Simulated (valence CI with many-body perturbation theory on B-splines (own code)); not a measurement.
Os⁶²⁺: calculated level list

Method: valence CI with perturbative core correlation (CI+MBPT): four valence electrons over a frozen Dirac-Fock core [Ne], a basis of 11 s, 11 p, 10 d, 8 f, 5 g, 2 h functions for each j, with the one-electron correlation potential Σ1 (screened to all orders), the two-electron term Σ2, the three-electron term Σ3, Breit, model QED; selected single and double excitations, second order for the rest, scaled by the run's own slope (own B-spline code, finite nucleus).

No measured spectrum was set against this ion. As an estimate, large intervals hold to a few tenths of a per cent, small ones and those within an open d or f shell to about a per cent. Among the levels kept, up to 600 cm⁻¹ of a level comes from second order outside the variational space, and about a tenth of that is noise between levels of different J, which matters for small intervals.

Levels 46 to 90 of 169, with energies above the lowest level, (3s^2 3p1/2^2) J=0. "Leading %" is the weight of the configuration and term that name the level; weights of strongly mixed levels are sums over their largest components and can fall short. In the jj column 3d3/2^4 stands for four electrons in 3d with j = 3/2. Lifetimes count E1, E2, E3, M1 and M2 decay at the calculated energies, and are blank where another channel may lead or the interval is too uncertain; long ones can be off by a factor of two.

```
No.  Configuration  Term  J  E (Ry)  Leading %  Lifetime  Second component                   Leading jj
 46        3s3p²3d    ⁵D  4   93.34         46   83.3 ps   36 % 3s3p²3d ⁵F  3s 3p1/2 3p3/2 3d5/2 (99 %)
 47        3s3p²3d    ³P  2   94.96         33   1.50 ps   17 % 3s3p²3d ⁵D  3s 3p1/2 3p3/2 3d5/2 (96 %)
 48        3s3p²3d    ³G  5   95.08         60   43.7 ps   40 % 3s3p²3d ⁵F  3s 3p1/2 3p3/2 3d5/2 (99 %)
 49        3s3p²3d    ³F  3   95.70         43   1.91 ps   23 % 3s3p²3d ⁵P  3s 3p1/2 3p3/2 3d5/2 (95 %)
 50         3s²3d²    ³F  2   96.27         40    160 fs    18 % 3s²3d² ¹D          3s^2 3d3/2^2 (58 %)
 51        3s3p²3d    ³D  3   96.49         62   1.38 ps   10 % 3s3p²3d ⁵D  3s 3p1/2 3p3/2 3d5/2 (96 %)
 52        3s3p²3d    ³P  1   96.54         39   1.45 ps   27 % 3s3p²3d ³D  3s 3p1/2 3p3/2 3d5/2 (92 %)
 53        3s3p²3d    ³F  4   96.75         41   2.58 ps   35 % 3s3p²3d ¹G  3s 3p1/2 3p3/2 3d5/2 (93 %)
 54        3s3p²3d    ¹D  2   97.18         34    320 fs    12 % 3s²3d² ³F  3s 3p1/2 3p3/2 3d5/2 (70 %)
 55        3s3p²3d    ³D  3   97.63         37    433 fs   23 % 3s3p²3d ³F  3s 3p1/2 3p3/2 3d5/2 (91 %)
 56        3s3p²3d    ³F  4   97.86         47    637 fs   31 % 3s3p²3d ³G  3s 3p1/2 3p3/2 3d5/2 (90 %)
 57        3s3p²3d    ³D  1   98.05         39    937 fs   24 % 3s3p²3d ¹P  3s 3p1/2 3p3/2 3d5/2 (92 %)
 58         3s²3d²    ³P  0   98.28         46    121 fs   25 % 3s3p²3d ³P          3s^2 3d3/2^2 (70 %)
 59        3s3p²3d    ³P  1   98.97         29    922 fs   28 % 3s3p²3d ³S  3s 3p1/2 3p3/2 3d5/2 (91 %)
 60        3s3p²3d    ¹F  3   99.08         38    441 fs   30 % 3s3p²3d ³F  3s 3p1/2 3p3/2 3d5/2 (86 %)
 61        3s3p²3d    ³D  2   99.16         20    673 fs   18 % 3s3p²3d ³P  3s 3p1/2 3p3/2 3d5/2 (81 %)
 62        3s3p²3d    ¹S  0   99.29         43    409 fs   38 % 3s3p²3d ³P  3s 3p1/2 3p3/2 3d5/2 (78 %)
 63        3s3p²3d    ³D  2   99.75         32    264 fs   27 % 3s3p²3d ³P  3s 3p1/2 3p3/2 3d5/2 (95 %)
 64         3s²3d²    ³F  3  102.38         78    201 fs    7 % 3s3p²3d ³F      3s^2 3d3/2 3d5/2 (78 %)
 65          3p³3d   ³D°  2  102.67         16   1.80 ps    14 % 3p³3d ³F°   3p1/2^2 3p3/2 3d3/2 (65 %)
 66          3s3p³   ³P°  2  103.06         48    390 fs    16 % 3s3p³ ⁵S°            3s 3p3/2^3 (93 %)
 67         3s²3d²    ¹G  4  103.17         61    259 fs    26 % 3s²3d² ³F      3s^2 3d3/2 3d5/2 (86 %)
 68         3s²3d²    ³P  2  103.22         40    190 fs    22 % 3s²3d² ¹D      3s^2 3d3/2 3d5/2 (79 %)
 69         3s²3d²    ³P  1  103.54         82    194 fs    5 % 3s3p²3d ³P      3s^2 3d3/2 3d5/2 (82 %)
 70          3p³3d   ³P°  0  103.66         52   1.16 ps    20 % 3p³3d ⁵D°   3p1/2^2 3p3/2 3d3/2 (82 %)
 71          3p³3d   ³F°  3  104.07         24    722 fs    19 % 3p³3d ³G°   3p1/2^2 3p3/2 3d3/2 (85 %)
 72          3p³3d   ³D°  1  104.08         31    721 fs    25 % 3p³3d ³P°   3p1/2^2 3p3/2 3d3/2 (89 %)
 73        3s3p3d²   ⁵G°  2  104.59         49    785 fs  21 % 3s3p3d² ³F°      3s 3p1/2 3d3/2^2 (77 %)
 74          3s3p³   ¹P°  1  105.67         36    162 fs    24 % 3s3p³ ³S°            3s 3p3/2^3 (97 %)
 75        3s3p3d²   ⁵G°  3  105.80         26    665 fs  18 % 3s3p3d² ³F°      3s 3p1/2 3d3/2^2 (86 %)
 76        3s3p3d²   ⁵D°  0  107.91         49    247 fs  35 % 3s3p3d² ³P°      3s 3p1/2 3d3/2^2 (81 %)
 77        3s3p3d²   ³D°  1  108.16         40    205 fs  39 % 3s3p3d² ⁵F°      3s 3p1/2 3d3/2^2 (94 %)
 78        3s3p3d²   ³P°  1  108.64         30    306 fs  25 % 3s3p3d² ⁵D°      3s 3p1/2 3d3/2^2 (92 %)
 79        3s3p3d²   ³D°  2  108.74         27    172 fs  22 % 3s3p3d² ⁵F°      3s 3p1/2 3d3/2^2 (86 %)
 80         3s²3d²    ³F  4  108.78         67   1.47 ps    28 % 3s²3d² ¹G          3s^2 3d5/2^2 (94 %)
 81         3s²3d²    ¹D  2  109.53         45   1.24 ps    44 % 3s²3d² ³P          3s^2 3d5/2^2 (95 %)
 82          3p³3d   ³F°  4  110.45         43    928 fs    21 % 3p³3d ⁵D°   3p1/2^2 3p3/2 3d5/2 (87 %)
 83          3p³3d   ³D°  2  110.93         23    891 fs    17 % 3p³3d ³P°   3p1/2^2 3p3/2 3d5/2 (75 %)
 84        3s3p3d²   ⁵G°  3  111.31         20   2.17 ps  15 % 3s3p3d² ⁵F°  3s 3p1/2 3d3/2 3d5/2 (72 %)
 85         3s²3d²    ¹S  0  111.58         66   1.08 ps    29 % 3s²3d² ³P          3s^2 3d5/2^2 (94 %)
 86        3s3p3d²   ⁵D°  1  112.18         30   1.93 ps  29 % 3s3p3d² ⁵P°  3s 3p1/2 3d3/2 3d5/2 (85 %)
 87        3s3p3d²   ⁵G°  4  112.26         42   3.07 ps  18 % 3s3p3d² ³G°  3s 3p1/2 3d3/2 3d5/2 (96 %)
 88        3s3p3d²   ⁵D°  2  112.35         25   1.08 ps  10 % 3s3p3d² ⁵P°  3s 3p1/2 3d3/2 3d5/2 (82 %)
 89          3p³3d   ³D°  3  112.52         17    759 fs  12 % 3s3p3d² ⁵G°   3p1/2^2 3p3/2 3d5/2 (55 %)
 90          3p³3d   ¹P°  1  113.38         18    803 fs    15 % 3p³3d ³D°   3p1/2^2 3p3/2 3d5/2 (70 %)
```
